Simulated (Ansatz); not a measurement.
Mg(Me)2 cation (C2H6Mg), SMILES [Mg]([CH3])[CH3] (connectivity only; charge and spin as stated), charge +1, multiplicity 2.

Geometry optimised at B3LYP-D3(BJ)/def2-TZVP. The multiplicity is an assumed one; other spin states were not compared. The isomer is the one that the SMILES or the coordinates give; other isomers of the formula were not compared.

Two levels are set side by side: PBE/def2-SVPD (Ansatz, a quantum-chemistry and plane-wave program) and PBE0/def2-SVPD (Ansatz). Energy differences of separate SCF runs at the same geometry; the states with an electron removed or added have multiplicity 3 and 1. Differences are taken from unrounded values.

```tsv
quantity	PBE0	PBE	PBE minus PBE0
vertical ionisation energy (eV)	14.51	14.86	0.35
vertical electron affinity (eV)	7.88	7.76	-0.12
```
